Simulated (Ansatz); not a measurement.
`[CH3][AlH][SiH2][SnH3]` + H₂S → `[CH3][AlH][SH]` + `[SiH3][SnH3]`  (cleavage of the Al–Si bond)

Calculated with Ansatz (gas phase, PBE0-D4/def2-TZVP geometries, no zero-point term in ΔE). CCSD(T)/CBS adds triple-zeta CCSD(T) − MP2 to the extrapolated MP2 energy (def2 sets, frozen cores). This one scheme is used for every species. DFT in def2-TZVPP. def2 core potentials past Kr. For Sn outer-core shells are correlated without core-valence functions, which leaves a few kJ/mol of doubt a bond. One conformer a species, not always the lowest.

| level | ΔE (kJ/mol) |
| --- | --- |
| PBE0-D4 | -102.9 |
| ωB97X-V | -110.4 |
| ωB97M-V | -115.5 |
| PBE | -101.1 |
| r2SCAN | -112.3 |
| PBE0 | -104.7 |
| MP2/def2-TZVPP | -116.2 |
| CCSD/CBS(def2) | -110.2 |

**Question.** What does CCSD(T)/CBS give? (Estimate.)

**Answer.** Ansatz gave: -109.0 kJ/mol. The listed levels differ from it by 6.1, -1.4, -6.5, 7.9, -3.3, 4.3, -7.2, -1.2 kJ/mol.

Largest T1 diagnostic among the species: 0.013.

From PBE to PBE0 (25 % exact exchange), in def2-TZVPP and without D4, ΔE moves by −3.6 kJ/mol. In def2-TZVPP, CCSD(T) changes the Hartree–Fock value by +14.7 kJ/mol (the triples alone add +1.2 kJ/mol) and MP2 by +6.5 kJ/mol.
